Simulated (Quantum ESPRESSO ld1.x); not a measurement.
Task: V, configuration [Ar] 3d2 4s2 4p1 (not the ground configuration). Method: Dirac Kohn-Sham, PBE, spin-unpolarised, spherical densities, point nucleus; open shells fill j = l - 1/2 first; computed with ld1.x of Quantum ESPRESSO 7.5. Some entries of the table are withheld. Estimate them.

orbital  occ.  eigenvalue (eV)  <1/r> (bohr^-1)
1s1/2       2         -5370.46            22.84
2s1/2       2         -610.099              (1)
2p1/2       2         -515.280              (2)
2p3/2       4         -508.186              (3)
3s1/2       2         -76.8042            1.502
3p1/2       2         -50.9532              (4)
3p3/2       4         -50.0952              (5)
3d3/2       2         -10.6273            1.045
3d5/2       0         -10.5494            1.042
4s1/2       2          -6.5427           0.4278
4p1/2       1          -2.6142           0.3254
4p3/2       0          -2.5662           0.3225

Result: 
(1) 2s1/2 <1/r> (bohr^-1): 4.812
(2) 2p1/2 <1/r> (bohr^-1): 4.748
(3) 2p3/2 <1/r> (bohr^-1): 4.682
(4) 3p1/2 <1/r> (bohr^-1): 1.381
(5) 3p3/2 <1/r> (bohr^-1): 1.367
